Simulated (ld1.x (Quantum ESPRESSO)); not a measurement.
**Which change was made? (Sm, TM)**

```
Element                 : samarium (Sm)
Generator               : ld1.x (Quantum ESPRESSO) 7.5
Type                    : norm-conserving Troullier–Martins (Kleinman–Bylander form)
Functional              : PBEsol
Relativity              : scalar-relativistic
Frozen core             : [Kr] 4d10
Valence charge          : 16
Reference configuration : 4f6 5s2 5p6 5d0 6s1.5 6p0 (charge +0.5)
Partial waves           : 5s (bound): rc 1.90 bohr; 5p (bound): rc 2.80 bohr; 5d (bound, empty): rc 2.80 bohr; 4f (bound): rc 1.55 bohr
Local potential         : the f channel
Core correction         : none
```

Occupied shells without a wave of their own: 6s. They enter only through the test configuration that unscreens the potential.

Cutoffs, loose and tight: the cutoffs (Ry, on a coarse ladder) from which the occupation-weighted sum of valence levels, in a spherical-Bessel basis at the reference potential, stays within 10 and 1 mRy of its value at 400 Ry. They do not see the model core or the augmentation charge, which bear on the density cutoff. Test errors are all-electron minus pseudo excitation energies from the reference, over the configurations 4f6 5s2 5p6 5d0 6s2 6p0; 4f6 5s2 5p6 5d0 6s1 6p0; 4f6 5s2 5p6 5d0 6s0 6p0; 4f5 5s2 5p6 5d0 6s0 6p0; 4f6 5s2 5p6 5d0 6s1 6p1; 4f6 5s2 5p6 5d0.5 6s1.5 6p0; 4f5 5s2 5p6 5d1 6s1 6p0; variants that change the core or the reference have their own tests. The largest error is taken over the tests solved by every variant that gives reliable tests at all, those not shown here included: 4f6 5s2 5p6 5d0 6s0 6p0; 4f6 5s2 5p6 5d0 6s1 6p0; 4f6 5s2 5p6 5d0 6s1 6p1; 4f6 5s2 5p6 5d0 6s2 6p0; 4f6 5s2 5p6 5d0.5 6s1.5 6p0.

The base gives: outcome: generated; cutoff, loose: 160 Ry; cutoff, tight: 230 Ry; bound ghosts: s, p; largest test error (meV): -42.

Problem. After one change the result is: outcome: generated; cutoff, loose: 160 Ry; cutoff, tight: 230 Ry; bound ghosts: s, p; largest test error (meV): -42. Which change was it?
A. reference 4f6 5s2 5p6 5d0 6s1 6p0
B. wave 5s (bound): rc 1.90 bohr becomes 5s (bound): rc 2.48 bohr
C. wave 5p (bound): rc 2.80 bohr becomes 5p (bound): rc 1.88 bohr

Solution. C. The others give: reference 4f6 5s2 5p6 5d0 6s1 6p0 → outcome: generated; cutoff, loose: 160 Ry; cutoff, tight: 230 Ry; bound ghosts: s, p; largest test error (meV): +193 | wave 5s (bound): rc 1.90 bohr becomes 5s (bound): rc 2.48 bohr → outcome: generated, misses its reference levels by 0.26 eV; cutoff, loose: 160 Ry; cutoff, tight: 230 Ry; bound ghosts: s, p; largest test error (meV): -616.
